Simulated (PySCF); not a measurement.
## From computed data to an observable: entropy of an ideal gas

C3H3, SMILES C#C[CH2], multiplicity 2.

Geometry: ωB97X-D3(BJ)/def2-TZVP. The isomer is the one that the SMILES or the coordinates give; other isomers of the formula were not compared.

ωB97X-D3(BJ)/def2-TZVP run with PySCF gives the harmonic wavenumbers 361, 410, 536, 676, 692, 1038, 1083, 1467, 2024, 3181, 3279, 3471 cm⁻¹ and the rotational temperatures 13.8352, 0.4589, 0.4442 K. The molar mass is 39.06 g/mol, the symmetry number 2, the spin multiplicity 2.

Question: Work out the entropy at 298.15 K and 1 atm in the rigid-rotor, harmonic-oscillator model.

Answer: 
Translation (Sackur–Tetrode at 1 atm): S = R[1.5 ln M + 2.5 ln T − 1.16487] = 154.5 J/(mol K).
Rotation: q = (√π/σ) T^1.5/√(θA θB θC) = 2720, S = R[ln q + 3/2] = 78.2 J/(mol K).
Vibration: with u = 1.4388 ν/T, each mode gives R[u/(e^u − 1) − ln(1 − e^−u)]:
```csv
ν (cm⁻¹),modes,u,S (J/(mol K))
361,1,1.74,4.68
410,1,1.98,3.88
536,1,2.59,2.40
676,1,3.26,1.41
692,1,3.34,1.32
1038,1,5.01,0.34
1083,1,5.23,0.28
1467,1,7.08,0.06
2024,1,9.77,0.01
```
The stiffer modes add less than 0.005 each. Sum 14.4 J/(mol K).
Spin: R ln 2 = 5.8 J/(mol K).
Total 252.8 J/(mol K); the program's own thermochemistry gives 252.8. Translation makes up 61 % and vibration 6 %. Anharmonicity, hindered rotation and orbital degeneracy are left out.
